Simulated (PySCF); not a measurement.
**Broadened absorption spectrum of C5H3F5**

Compound: C5H3F5.
InChI=1S/C5H3F5/c6-3(5(8,9)10)4(7)1-2-4/h1-3H/t3-/m0/s1

Level of theory: PySCF 2.14.0, density-fitted response routines, TDDFT B3LYP/def2-SVPD, vertical, gas phase, core orbitals frozen in the response. Isolated species at its GFN2-xTB geometry (one conformer only). Torsions of this conformer, `[F:1][C@H:2]([C:3]([F:4])([F:5])[F:6])[C:7]1([F:8])[CH:9]=[CH:10]1`: F1–C2–C3–F4 61°, F1–C2–C7–F8 -134°.

Computed states:

| state | E (eV) | f |
| --- | --- | --- |
| S1 | 6.18 | 0.0016 |
| S2 | 7.22 | 0.036 |
| S3 | 7.78 | 0.048 |
| S4 | 8.13 | 0.013 |
| S5 | 8.32 | 0.054 |
| S6 | 8.42 | 0.0017 |
| S7 | 8.52 | 0.043 |
| S8 | 8.66 | 0.020 |

Each state is given a Gaussian of 0.4 eV full width at half maximum, with ε(max) = 2.175×10⁸ f / Δν̃ (Δν̃ the width in cm⁻¹). The cross-section is σ = 3.8235×10⁻²¹ ε cm², given in Mb (10⁻¹⁸ cm²). The width is an assumption, not a result. The curve ends short of the highest state used, and states not computed would add to its high-energy end.

Question: What does the envelope look like, and where are its maxima?

Answer: 
```
E (eV)  σ (Mb)
  5.58    0.00
  5.68    0.01
  5.79    0.03
  5.90    0.11
  6.01    0.26
  6.11    0.39
  6.22    0.41
  6.33    0.28
  6.44    0.13
  6.55    0.04
  6.65    0.04
  6.76    0.24
  6.87    1.12
  6.98    3.44
  7.09    6.92
  7.19    9.12
  7.30    8.44
  7.41    6.03
  7.52    5.71
  7.62    8.47
  7.73   12.09
  7.84   12.60
  7.95   10.70
  8.06   10.83
```

Maxima: 201 nm (6.18 eV), ε about 110, made up of S1 (100%); 172 nm (7.22 eV), ε about 2400, made up of S2 (99%); 159 nm (7.80 eV), ε about 3400, made up of S3 (95%) (ε in L mol⁻¹ cm⁻¹; maxima over ε = 5, shares over 10%). At its high-energy end, 8.06 eV, the curve is still rising (ε about 2800, from S3, S4 and S5).

Question: On this curve, what absorbance would a 10⁻⁵ mol/L sample give at 193 nm over a 1 cm path?

Answer: 193 nm is 6.424 eV, where ε is about 38 L mol⁻¹ cm⁻¹, so A = ε c l ≈ 0.00038 (Beer–Lambert, with the gas-phase spectrum and the assumed width).

Question: Coming from long wavelengths, where does ε first pass 100 L mol⁻¹ cm⁻¹?

Answer: At about 203 nm (6.10 eV), 0.08 eV below S1.

Question: What would ε be at 7.80 eV, the highest of these maxima, with half the width (0.2 eV)?

Answer: About 6250 L mol⁻¹ cm⁻¹ against 3360, a factor of about 1.9; a lone state at its own centre would give exactly 2.
